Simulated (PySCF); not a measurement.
BH2, charge +1. Atoms are numbered in the order given.

```xyz
3

B      0.0000     0.0000     0.0000
H      0.0000     0.0000    -1.1774
H      0.0000     0.0000     1.1774
```
Charge +1, spin multiplicity 1.

Geometry optimised at r2SCAN-D4/def2-TZVPD.

The numbers are results of r2SCAN-D4/def2-TZVPD (PySCF 2.14.0), not measurements.

No scaling factor is applied to the harmonic values.

Modes within 1.5 cm⁻¹ of each other (mostly degenerate sets) share a row, with their intensities summed.

List the normal modes with their intensities. (Estimate from the structure and the level; the computed values follow.)


```
mode  ν (cm⁻¹)  IR (km/mol)  moving atoms (share of kinetic energy)
----  --------  -----------  --------------------------------------
1–2        999         78.9                          H 84 %, B 16 %
3         2657          0.0                                 H 100 %
4         2953         33.4                          H 84 %, B 16 %
```
